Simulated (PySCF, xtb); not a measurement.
C2H7S, SMILES C[SH+]C, charge +1.

GFN2-xTB run with xtb at its own geometry gives an orbital gap of 6.37 eV.

Geometry: B3LYP-D3(BJ)/def2-SVP. The isomer is the one that the SMILES or the coordinates give; other isomers of the formula were not compared.

### Question
What does r2SCAN/def2-TZVPD (PySCF) give? (Estimate from the structure and the level; the computed values follow.)

### Answer
gap 7.67 eV (levels -14.03 and -6.37 eV).
